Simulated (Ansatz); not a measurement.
The cluster TiSi6⁺, relaxed as a doublet with UKS PBE0-D4/def2-SVP in Ansatz, starting from the GFN2-xTB geometry. Force threshold 0.02 eV/Å.

The charge 1 doublet is spin-contaminated (final ⟨S²⟩ up to 0.94, 0.75 for a pure state). The relaxation made no stability test and no search for a lower SCF solution. The structure comes from a short search, and lower isomers may exist.

Start:

Cartesian coordinates in Å:
```
Ti 1.2069 -0.1522 0.4390
Si -1.0669 1.0767 -1.6637
Si -1.1717 -1.0168 -0.4992
Si 0.3269 -2.5808 0.2625
Si -0.0078 2.0497 1.0899
Si 1.1443 0.3872 -2.0513
Si -0.4318 0.2362 2.4228
```

Problem. Estimate the energy that the relaxation releases and the steps that it takes.

Solution. 79.8 kcal/mol, in 13 steps; 2 min on 4 threads of Arm Neoverse V1 on a shared host. No frequencies were taken in this run, so the end may be a saddle point.

Problem. Does the start keep its bonding?

Solution. Bonds formed: Si2–Si5, Si3–Si5, Si3–Si6, Si3–Si7, Si4–Si6, Si5–Si6 (atoms count from 1).

Problem. Predict the relaxed structure.

Solution. 
| atom | x (Å) | y (Å) | z (Å) |
| --- | --- | --- | --- |
| Ti1 | 1.771 | -0.096 | 0.887 |
| Si2 | -1.264 | 1.314 | -1.733 |
| Si3 | -1.317 | -0.476 | -0.172 |
| Si4 | 0.449 | -2.059 | 0.031 |
| Si5 | 0.017 | 1.568 | 0.339 |
| Si6 | 0.801 | 0.037 | -1.392 |
| Si7 | -0.458 | -0.289 | 2.040 |
Bond lengths: 10 × Si–Si 2.38 to 2.56 Å; 4 × Si–Ti 2.48 to 2.52 Å.
